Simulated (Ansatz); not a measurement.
`[CH3][GeH2][F]` + silanol → `[F][GeH2][O][SiH3]` + CH₄ at 600 K and 1 bar (ligand exchange at a Ge–C bond).

Isolated molecules relaxed with PBE0-D4/def2-TZVP in Ansatz; ΔE leaves out vibrations. CBS: MP2 limit from def2 TZ/QZ plus the TZ coupled-cluster correction, frozen cores. This one scheme is used for every species. For Ge outer-core shells are correlated without core-valence functions, which leaves a few kJ/mol of doubt a bond. Scalar relativity is left out up to krypton. Each species was taken in one conformer, which may not be the lowest.

```tsv
species	CCSD(T)/CBS energy (Eh)	H − E (kJ/mol)	S (J/(mol·K))
`[CH3][GeH2][F]`	-2217.00316	188.8	369.8
`O[SiH3]`	-366.69042	135.7	307.9
`[F][GeH2][O][SiH3]`	-2543.25592	184.5	446.6
CH₄	-40.46206	140.4	215.7
```

H − E and S are ideal-gas, rigid-rotor, harmonic terms from PBE0-D4/def2-TZVP, for one conformer and one mirror image of each species. 1 Eh = 2625.50 kJ/mol, R = 8.31446 J/(mol·K).

Q: By hand: ΔE, ΔH, ΔS and ΔG.

A: ΔE = (-2543.25592) + (-40.46206) − (-2217.00316) − (-366.69042) = -0.02440 Eh = -64.1 kJ/mol. Δ(H − E) = 184.5 + 140.4 − 188.8 − 135.7 = 0.4, so ΔH = -63.7 kJ/mol. ΔS = 446.6 + 215.7 − 369.8 − 307.9 = -15.4 J/(mol·K). ΔG = -63.7 − 600 × (-15.4)/1000 = -54.5 kJ/mol.

Q: By hand: the equilibrium constant, and the temperature at which ΔG would vanish if ΔH and ΔS stayed fixed.

A: log₁₀ K = −ΔG/(RT ln 10) = 4.7. ΔG = 0 at ΔH/ΔS = 4136 K, far beyond where these terms or the molecules hold.

ΔH outweighs TΔS. A doubt of 5 kJ/mol in ΔE shifts log₁₀ K by 0.4 here. Other conformers and mirror images would add mixing entropy, several J/(mol·K) or more a flexible species. Modes under 60 cm⁻¹, often nearly free rotors, make the harmonic entropy too high. These are equilibria of isolated gas molecules and say nothing of rates. Largest T1 diagnostic: 0.012 (customary marks: 0.02 for closed shells, 0.045 for open ones).
